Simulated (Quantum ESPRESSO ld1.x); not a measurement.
The mean radii <r> (bohr) of the occupied orbitals of an atom or ion are listed with their occupations. Method: non-relativistic Kohn-Sham, LDA (Slater exchange, VWN5 correlation), spin-unpolarised, spherical densities, point nucleus; computed with ld1.x of Quantum ESPRESSO 7.5.

orbital  occ.      <r>
1s          2  0.01870
2s          2  0.07866
2p          6  0.06643
3s          2   0.1981
3p          6   0.1885
3d         10   0.1644
4s          2   0.4343
4p          6   0.4373
4d         10   0.4427
4f         14   0.4574
5s          2   0.9733
5p          6    1.049
5d         10    1.341
6s          1    2.521

Name the element and its charge.

Answer. Z = 81, thallium, charge +2: Tl2+ in [Xe] 4f14 5d10 6s1. The 1s radius gives Z: for a bare nucleus <r> = 1.5/Z, 0.01852 bohr for Z = 81, and screening makes it slightly larger (0.01870 here). The occupations add up to 79, and the charge is Z minus that.
